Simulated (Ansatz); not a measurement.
Start from `NB(O)C=O` and change one atom or group to get `CB(O)C=O`.

Ansatz, PBE0-D4/def2-TZVP geometries, multiplicity 1. Each molecule was computed in one conformer, which needn't be the lowest.

| property | `NB(O)C=O` |
| --- | --- |
| size of the dipole moment (PBE/def2-TZVPP) / D | 3.66 |
| LUMO energy (PBE0/def2-TZVPP) / eV | -1.46 |
| HOMO–LUMO gap (PBE0/def2-TZVPP) / eV | 5.45 |
| HOMO energy (B3LYP/def2-TZVPP) / eV | -6.69 |
| HOMO–LUMO gap (PBE/def2-TZVPP) / eV | 2.75 |
| size of the dipole moment (ωB97M-V/def2-TZVPP) / D | 3.68 |

(1) What does the change do to each property? (An estimate is asked.)

Results:

(1) Computed: 
| property | `CB(O)C=O` | shift |
| --- | --- | --- |
| size of the dipole moment (PBE/def2-TZVPP) / D | 1.56 | -2.10 |
| LUMO energy (PBE0/def2-TZVPP) / eV | -2.19 | -0.73 |
| HOMO–LUMO gap (PBE0/def2-TZVPP) / eV | 5.16 | -0.29 |
| HOMO energy (B3LYP/def2-TZVPP) / eV | -7.16 | -0.47 |
| HOMO–LUMO gap (PBE/def2-TZVPP) / eV | 2.52 | -0.23 |
| size of the dipole moment (ωB97M-V/def2-TZVPP) / D | 1.75 | -1.93 |

With PBE0 the HOMO falls by 0.44 eV and the LUMO falls by 0.73 eV, so the gap narrows by about 0.29 eV. PBE moves the HOMO by -0.50 eV and ωB97M-V by -0.41 eV. The zero-point energy changes by 25.2 kJ/mol with +3 modes. Dipoles are sizes alone; their direction can turn.

B3LYP here is the variant with VWN-RPA as its local correlation; programs differ in this.
